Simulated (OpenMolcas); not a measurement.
Rb I: from CASSCF to CASPT2

* Program: OpenMolcas 26.06
* Basis: ANO-RCC-VQZP [8s7p4d2f1g]
* Scalar Hamiltonian: DKH2, point nucleus
* Active space: 1 electron in 9 orbitals (4d 5s 5p)
* State averaging: 2S+1 = 2 even, 1 root; 2S+1 = 2 odd, 3 roots
* Spin-orbit coupling: RASSI with atomic mean-field integrals over the reference wave functions, term energies averaged over their components

Methods on the same reference wave functions:
A. CASSCF
B. SS-CASPT2, IPEA 0.25 Eh, imaginary shift 0.1 Eh (closed shells correlated: 4s 4p)

Energies in eV above 5s ²S_1/2, the measured ground level; measured values from NIST Handbook of Basic Atomic Spectroscopic Data.

```json
{"Level": "5s ²S_1/2", "A": "0.0000", "B": "0.0000", "Measured": "0.0000"}
{"Level": "5p ²P°_1/2", "A": "1.3314", "B": "1.553", "Measured": "1.5596"}
{"Level": "5p ²P°_3/2", "A": "1.3481", "B": "1.569", "Measured": "1.5890"}
```

Deviations, from unrounded energies. A percentage is the sum of absolute deviations over the sum of measured energies, with the sign that they share, or ± where signs differ.

```tsv
Against measurement	Levels	A	B
mean absolute deviation (cm-1)	2	1900	110
other configurations (%)	2	-14.9	-0.9
```

B lies closest to measurement on these levels. The largest miss of B in the table is 5p ²P°_3/2, by -160 cm-1. The ranking rests on the paired levels alone, and a cruder setting can come out closer through cancelling errors.

The lowest spin-free term lies below A's lowest term by 0.208 hartree in B.

ANO sets are built for ground and valence states and can reach diffuse excited orbitals poorly. No level of 4d was computed, though it lies in the active space. With one active electron the reference holds no correlation, so core polarisation is missing (holds for A). With one active electron, CASPT2 adds the correlation within the correlated inactive shells and between them and that electron, and leaves the splitting within a term as the reference gives it (holds for B). Measured partners are found by configuration, term and J. A level has none where our copy of the source lacks it or the pairing is in doubt (some pairs that miss far off the trend of their configuration count as doubtful), and it then counts in no deviation. Levels of configurations outside the active space are missing.

° marks odd parity.
